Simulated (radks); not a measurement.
Isoelectronic series with 3 electrons, all held in the configuration [He] 2s1, which need not be the ground one along the series. All-electron calculation, Dirac Kohn-Sham, PBE, spin-unpolarised, spherical densities, finite nucleus; Fermi nuclear charge, rms radius of each element as measured or else 0.836 A^(1/3) + 0.57 fm. Program: a radial shooting solver on a logarithmic mesh with Libxc functionals. Total energies (hartree) and mean radii <r> (bohr):

Li: E (hartree) -7.45220; 2s1/2 3.907; 1s1/2 0.5819
C3+: E (hartree) -34.70685; 2s1/2 1.282; 1s1/2 0.2693
F6+: E (hartree) -82.27396; 2s1/2 0.7775; 1s1/2 0.1749
Mg9+: E (hartree) -150.22008; 2s1/2 0.5584; 1s1/2 0.1294
P12+: E (hartree) -238.64754; 2s1/2 0.4354; 1s1/2 0.1026
Ar15+: E (hartree) -347.69066; 2s1/2 0.3565; 1s1/2 0.08495
Sc18+: E (hartree) -477.51659; 2s1/2 0.3016; 1s1/2 0.07240
Cr21+: E (hartree) -628.32633; 2s1/2 0.2611; 1s1/2 0.06303
Co24+: E (hartree) -800.35623; 2s1/2 0.2300; 1s1/2 0.05576
Zn27+: E (hartree) -993.88002; 2s1/2 0.2053; 1s1/2 0.04994
As30+: E (hartree) -1209.21064; 2s1/2 0.1852; 1s1/2 0.04519
Kr33+: E (hartree) -1446.70400; 2s1/2 0.1685; 1s1/2 0.04122
Mo39+: E (hartree) -1989.82681; 2s1/2 0.1423; 1s1/2 0.03496
Rh42+: E (hartree) -2296.40718; 2s1/2 0.1318; 1s1/2 0.03244
Cd45+: E (hartree) -2627.05780; 2s1/2 0.1227; 1s1/2 0.03023
Sb48+: E (hartree) -2982.40319; 2s1/2 0.1145; 1s1/2 0.02827
Xe51+: E (hartree) -3363.12927; 2s1/2 0.1073; 1s1/2 0.02652
La54+: E (hartree) -3770.0085; 2s1/2 0.1008; 1s1/2 0.02494
Nd57+: E (hartree) -4203.8924; 2s1/2 0.09490; 1s1/2 0.02351
